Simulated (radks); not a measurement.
Results of a calculation; reference values are marked as such.
Valence configurations of Ag3+ (all share [Kr]). Level of theory: scalar-relativistic Kohn-Sham, SCAN, spin-polarised, spherical densities, finite nucleus; open shells are filled with parallel spins first (spin-orbit coupling, left out, can overturn this in heavy ions); meta-GGA in the generalised Kohn-Sham scheme; Fermi nuclear charge, rms radius 4.5454 fm (a radial shooting solver on a logarithmic mesh with Libxc functionals). Energies are relative to 4d8; eigenvalues in eV for spin up.

| valence | E (eV) | moment (Bohr magnetons) | e(4d) | e(5p) | e(5s) |
|---|---|---|---|---|---|
| 4d8 | 0.000 | 2 | -44.918 | - | - |
| 4d7 5p1 | 20.329 | 4 | -51.198 | -26.572 | - |
| 4d7 5s1 | 11.688 | 4 | -50.083 | - | -34.714 |
| 4d6 5s1 5p1 | 33.012 | 6 | -56.301 | -28.611 | -37.726 |
| 4d6 5p2 | 42.156 | 6 | -57.380 | -29.191 | - |
| 4d5 5p3 | 65.836 | 8 | -63.519 | -31.530 | - |
| 4d5.5 5s1 5p1.5 | 44.356 | 7 | -59.375 | -29.850 | -39.269 |
| 4d7.5 5s0.5 | 5.901 | 3 | -47.524 | - | -32.920 |
| 4d7 5s0.5 5p0.5 | 16.065 | 4 | -50.648 | -26.317 | -34.951 |

NIST lists [Kr] 4d8 as the ground configuration; this level of theory agrees among the configurations tried. The energies are those of spherical high-spin densities, not of single terms. No valid solution was reached for [Kr] 4d6 5s2.
